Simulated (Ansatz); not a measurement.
`C=C[Si@@H](O)O[Si@@H](C)O` + `O[SiH](F)[O][GeH3]` → `CO[SiH](F)[O][GeH3]` + `C=C[SiH](O)O[SiH2]O`  (substitution at a C–Si bond)

Computed with Ansatz on PBE0-D4/def2-TZVP structures; ΔE is electronic, products minus reactants. CCSD(T)/CBS adds triple-zeta CCSD(T) − MP2 to the extrapolated MP2 energy (def2 sets, frozen cores). Functionals use def2-TZVPP. B3LYP here is the variant with VWN-RPA as its local correlation; programs differ in this. For Ge outer-core shells are correlated without core-valence functions, which leaves a few kJ/mol of doubt a bond. Scalar relativity is left out up to krypton. One conformer a species, not always the lowest.

| level | ΔE (kJ/mol) |
| --- | --- |
| PBE0-D4 | 110.2 |
| B3LYP-D4 | 102.6 |
| ωB97X-V | 103.7 |
| MP2/def2-TZVPP | 113.8 |
| CCSD(T)/def2-TZVPP | 107.4 |
| HF/def2-QZVPP | 92.3 |
| SCS-MP2/def2-QZVPP | 106.6 |
| MP2/CBS(def2) | 116.7 |

(1) What does CCSD(T)/CBS give? (Estimate.)

Largest T1 diagnostic among the species: 0.012.

Answers

(1) Ansatz gave: +110.3 kJ/mol. The listed levels differ from it by -0.1, -7.7, -6.6, 3.5, -2.9, -18.0, -3.7, 6.4 kJ/mol.

In def2-TZVPP, CCSD(T) changes the Hartree–Fock value by +14.5 kJ/mol (the triples alone add +1.1 kJ/mol) and MP2 by +20.9 kJ/mol.
